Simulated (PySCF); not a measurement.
C4H10Si2, SMILES C1[Si@@H]([SiH2]C1)C=C. Heavy atoms are numbered as in [CH2:1]=[CH:2][Si@H:3]1[CH2:4][CH2:5][SiH2:6]1. Hydrogens are named by the atom that carries them.

The structure is a stationary point at PBE0-D3(BJ)/def2-SVP. The structure was generated by enumeration; whether it is a known compound was not checked. The values are those of a single conformer.

Level of theory: M06-2X/def2-TZVP (PySCF).

ESP charges are fitted to the potential on shells at 1.4 to 2.0 van der Waals radii. Atomic charges (e), one atom of each kind:

```json
[
 {"atom": "C1 (CH2)", "Mulliken": "-0.26", "IAO": "-0.27", "ESP fit": "-0.36"},
 {"atom": "C2 (CH)", "Mulliken": "[?]", "IAO": "-0.43", "ESP fit": "-0.28"},
 {"atom": "Si3 (SiH)", "Mulliken": "[?]", "IAO": "0.65", "ESP fit": "0.31"},
 {"atom": "C4 (CH2)", "Mulliken": "-0.41", "IAO": "-0.54", "ESP fit": "-0.27"},
 {"atom": "C5 (CH2)", "Mulliken": "[?]", "IAO": "-0.53", "ESP fit": "-0.15"},
 {"atom": "Si6 (SiH2)", "Mulliken": "[?]", "IAO": "0.45", "ESP fit": "0.02"},
 {"atom": "H on C1", "Mulliken": "0.13", "IAO": "0.14", "ESP fit": "0.18"},
 {"atom": "H on C2", "Mulliken": "[?]", "IAO": "0.15", "ESP fit": "0.17"},
 {"atom": "H on Si3", "Mulliken": "-0.03", "IAO": "-0.12", "ESP fit": "-0.07"},
 {"atom": "H on C4", "Mulliken": "0.16", "IAO": "0.14", "ESP fit": "0.11"},
 {"atom": "H on C5", "Mulliken": "[?]", "IAO": "0.14", "ESP fit": "0.07"},
 {"atom": "H on Si6", "Mulliken": "-0.02", "IAO": "-0.11", "ESP fit": "-0.03"}
]
```

Task: Fill in the missing entries. (The exact figures need the calculation; the answer reports its results.)

Result: 
- C2 (CH), Mulliken: -0.27
- Si3 (SiH), Mulliken: 0.25
- C5 (CH2), Mulliken: -0.42
- Si6 (SiH2), Mulliken: 0.13
- H on C2, Mulliken: 0.14
- H on C5, Mulliken: 0.15

Computed Mayer and Wiberg (Löwdin basis) orders of the bonds:
| bond | Mayer | Wiberg |
|---|---|---|
| C1–C2 | 1.86 | 2.22 |
| C2–Si3 | 0.94 | 1.12 |
| Si3–C4 | 0.93 | 1.06 |
| C4–C5 | 0.87 | 1.24 |
| Si3–Si6 | 0.97 | 1.01 |
| C5–Si6 | 0.95 | 1.11 |
